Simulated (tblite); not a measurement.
Species: C₁₀H₁₆S.
Geometry (GFN2-xTB, Å), atoms numbered from 1 in this order:
```
atom  x, y, z in Å
C1     3.086   -0.173   -1.233
S2     2.521    1.315   -0.367
C3     1.280    0.610    0.705
C4     1.129   -0.676    0.824
C5     0.679   -1.893    0.739
C6    -0.469   -2.222   -0.189
C7    -1.250   -0.966   -0.584
C8    -1.876   -0.295    0.646
C9    -2.020    1.226    0.560
C10   -0.725    2.037    0.416
C11    0.417    1.644    1.373
H12    3.519   -0.863   -0.514
H13    3.833    0.146   -1.953
H14    2.244   -0.635   -1.740
H15    1.065   -2.699    1.348
H16   -0.087   -2.722   -1.084
H17   -1.133   -2.926    0.321
H18   -2.028   -1.231   -1.302
H19   -0.569   -0.274   -1.078
H20   -2.870   -0.717    0.814
H21   -1.275   -0.533    1.524
H22   -2.668    1.480   -0.283
H23   -2.527    1.554    1.472
H24   -0.981    3.085    0.586
H25   -0.354    1.968   -0.608
H26    0.014    1.261    2.311
H27    1.025    2.524    1.588
```

Computed values, GFN2-xTB/tblite, gas phase, harmonic and unscaled. This tight-binding method is rough: wavenumbers can miss measured ones by several per cent, in bad cases by 10 to 20. One conformer, not necessarily the lowest.

Harmonic wavenumbers (cm⁻¹): 48.8, 77.7, 105.3, 136.7, 171.2, 189.7, 215.4, 229.0, 252.5, 272.6, 331.7, 349.5, 385.0, 470.8, 487.6, 520.9, 597.7, 630.7, 738.5, 746.8, 780.8, 802.0, 861.4, 879.3, 920.5, 948.1, 951.2, 965.1, 968.9, 1022.3, 1029.8, 1072.3, 1091.3, 1104.8, 1143.5, 1151.0, 1159.2, 1179.8, 1206.3, 1227.8, 1253.0, 1288.8, 1304.5, 1314.0, 1316.3, 1318.7, 1353.0, 1364.7, 1379.3, 1426.8, 1441.9, 1449.8, 1462.7, 1472.4, 1486.8, 1493.6, 1496.5, 1502.8, 2032.3, 2931.1, 2952.3, 2958.4, 2964.1, 2965.3, 2973.3, 2979.1, 2982.0, 2988.6, 2994.6, 3005.8, 3014.0, 3025.7, 3029.0, 3036.4, 3059.7.

A = 1266, B = 823.2, C = 589.0 MHz; mass 168.097 u (most abundant isotopes); point group C1, symmetry number 1.

Q: Zero-point energy?

A: Half the sum of the wavenumbers: 51220 cm⁻¹ = 146.45 kcal/mol.

Q: Give the ideal-gas entropy at 298.15 K and 1 bar in the rigid-rotor, harmonic-oscillator model (classical rotation).

A: Translation 41.29, rotation 30.64, vibration 35.99: S = 107.9 cal/(mol K).

Q: And Cp and H(298.15 K) − H(0)?

A: Cp = 48.06 cal/(mol K), of which vibrations give 40.12 (their classical limit is 75 R = 149.0); H(298.15 K) − H(0) = 8.23 kcal/mol without the zero-point energy, 5.86 from vibrations.

Q: How do the functions run with temperature in this model?

A: 
```tsv
T (K)	S (cal/(mol K))	Cp (cal/(mol K))	H − H(0) (kcal/mol)	G − H(0) (kcal/mol)	ln q(vib)
100	72.7	21.5	1.38	-5.89	1.79
200	91.7	34.5	4.20	-14.14	4.98
300	108.2	48.3	8.32	-24.14	8.28
500	139.5	75.5	20.81	-48.95	15.00
800	181.5	102.9	47.92	-97.27	25.04
1000	205.8	114.8	69.75	-136.05	31.42
```

q(vib) and H(0) count from the zero-point level.

Q: Blend soft modes into free rotors: weight 1/[1 + (100 cm⁻¹/ν̃)⁴] for the oscillator and the rest for a rotor with moment μB/(μ + B), μ = h/(8π²ν), B = 10⁻⁴⁴ kg m². What vibrational entropy results?

A: 33.86 cal/(mol K) in place of 35.99, which changes −T·S at 298.15 K by +0.64 kcal/mol.

Q: What must be added to the electronic energy to get the Gibbs energy at 298.15 K and 1 bar?

A: ZPE + [H(298.15 K) − H(0)] − T·S = 146.45 + 8.23 − 32.18 = 122.50 kcal/mol.

Q: Which modes carry the vibrational entropy at 298.15 K?

A: 48.8 cm⁻¹: 4.87; 77.7 cm⁻¹: 3.95; 105.3 cm⁻¹: 3.35; 136.7 cm⁻¹: 2.85; 171.2 cm⁻¹: 2.42; 189.7 cm⁻¹: 2.23 cal/(mol K); the other 69 give 16.32 together.

Hindered rotation and anharmonicity are outside this model. Other conformers, if any are populated, would add a mixing term that is left out. The structure is chiral; the term R ln 2 for an equal mix with its mirror image is left out.
